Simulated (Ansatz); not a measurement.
The cluster B₅⁻, relaxed as a singlet with RKS r2SCAN-D4/def2-SVPD in Ansatz, starting from the GFN2-xTB geometry. Force threshold 0.02 eV/Å.

The structure comes from a short search, and lower isomers may exist.

Start:

```xyz
5

B     0.803    0.092   -1.261
B    -0.525   -0.501   -0.949
B    -0.095    0.302    1.418
B    -1.083   -0.399    0.576
B     0.900    0.505    0.217
```

| step | energy (eV) | largest force component (eV/Å) | SCF passes |
| --- | --- | --- | --- |
| 1 | -3368.7402 | 5.102 | 42 |
| 2 | -3370.2858 | 2.704 | 41 |
| 3 | -3370.8093 | 1.781 | 38 |
| 4 (rejected) | -3370.5030 | 2.280 | 46 |
| 5 | -3370.8560 | 0.287 | 39 |
| 6 | -3370.8801 | 0.028 | 38 |
| 7 | -3370.8803 | 0.006 | 33 |

Force components are those of the run's own axes.

End:

```xyz
5

B     0.9356    0.1208   -1.4164
B    -0.4767   -0.4787   -0.9581
B    -0.0681    0.3770    1.6581
B    -0.9709   -0.3516    0.5546
B     0.5801    0.3325    0.1618
```

Bonds formed: B4–B5 (atoms count from 1). The end is the same structure that another start reached, the lowest one found.

No frequencies were taken in this run, so the end may be a saddle point.

Hardware: 4 threads of AMD EPYC 9R45 on a shared host. Wall time 3.9 s.
